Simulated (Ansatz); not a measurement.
Species: C₇H₁₃, net charge 0, doublet state. It need not be the lowest isomer of its formula. SMILES: [CH]=CCC(C)(C)C
Geometry from a B3LYP-D3(BJ)/def2-TZVP (Ansatz, a program for electronic structure) optimisation:
```xyz
20

C     -1.2541    -0.2937     1.2768
C     -0.6605    -0.2996    -0.1367
C     -0.9800     1.0245    -0.8375
C     -1.2708    -1.4585    -0.9344
C      0.8716    -0.5183    -0.0858
C      1.6405     0.5106     0.7145
C      2.4927     1.3637     0.2167
H     -1.0012    -1.2108     1.8145
H     -0.8929     0.5534     1.8616
H     -2.3428    -0.2222     1.2325
H     -2.0598     1.1751    -0.8994
H     -0.5489     1.8706    -0.3012
H     -0.5808     1.0346    -1.8546
H     -2.3540    -1.3447    -1.0152
H     -1.0690    -2.4178    -0.4524
H     -0.8613    -1.4973    -1.9464
H      1.0643    -1.5044     0.3508
H      1.2564    -0.5415    -1.1079
H      1.4530     0.5176     1.7872
H      2.8999     1.6157    -0.7508
```
Charge 0, spin multiplicity 2.

Quantity: atomisation energy (electronic, to ground-state atoms), in kcal/mol. Correlated levels leave the core frozen unless marked. UHF or UKS for open shells. No spin-orbit coupling. No relativistic terms. The coupled-cluster limit lacks core correlation, which all-electron functionals hold. CBS(X,Y): correlation extrapolated as X^-3; Hartree-Fock from the larger set. [CCSD(T)-MP2]/basis is that difference in the basis named.

| level | program | atomisation energy (kcal/mol) | minus last row |
|---|---|---|---|
| SVWN5/def2-TZVPD | Ansatz | 2181.5 | 260.6 |
| PBE-D3(BJ)/def2-TZVPD | Ansatz + dftd3 | 1962.3 | 41.4 |
| PBE-D4/def2-TZVPD | Ansatz + dftd4 | 1961.5 | 40.6 |
| r2SCAN-D4/def2-TZVPD | Ansatz + dftd4 | 1928.9 | 8.0 |
| B3LYP-D3(BJ)/def2-TZVPD | Ansatz + dftd3 | 1925.2 | 4.3 |
| B3LYP-D4/def2-TZVPD | Ansatz + dftd4 | 1923.0 | 2.1 |
| PBE0/def2-SVP | Ansatz | 1949.5 | 28.6 |
| PBE0-D4/def2-TZVPD | Ansatz + dftd4 | 1938.9 | 18.0 |
| BHLYP-D3(BJ)/def2-TZVPD | Ansatz + dftd3 | 1882.7 | -38.2 |
| BHLYP-D4/def2-TZVPD | Ansatz + dftd4 | 1880.0 | -40.9 |
| CAM-B3LYP-D3(BJ)/def2-TZVPD | Ansatz + dftd3 | 1929.3 | 8.4 |
| B2PLYP-D4/def2-TZVPD | Ansatz + dftd4 | 1904.7 | -16.2 |
| MP2/6-31G | Ansatz | 1681.1 | -239.8 |
| RI-MP2/cc-pVQZ | Ansatz | 1918.9 | -2.0 |
| RI-MP2/CBS(cc-pVTZ,cc-pVQZ) | Ansatz | 1935.4 | 14.5 |
| SCS-MP2/STO-3G | Ansatz | 1986.9 | 66.0 |
| SCS-MP2/6-31G* | Ansatz | 1762.5 | -158.4 |
| CCSD/cc-pVTZ | Ansatz | 1855.8 | -65.1 |
| CCSD(T)/6-31G | Ansatz | 1689.2 | -231.7 |
| CCSD(T)/6-31G* | Ansatz | 1769.1 | -151.8 |
| RI-MP2/CBS(cc-pVTZ,cc-pVQZ)+[CCSD(T)-MP2]/cc-pVTZ | Ansatz | 1920.9 | 0.0 |

The UHF reference is spin-contaminated (<S^2> 0.18 over the pure value in the largest basis).
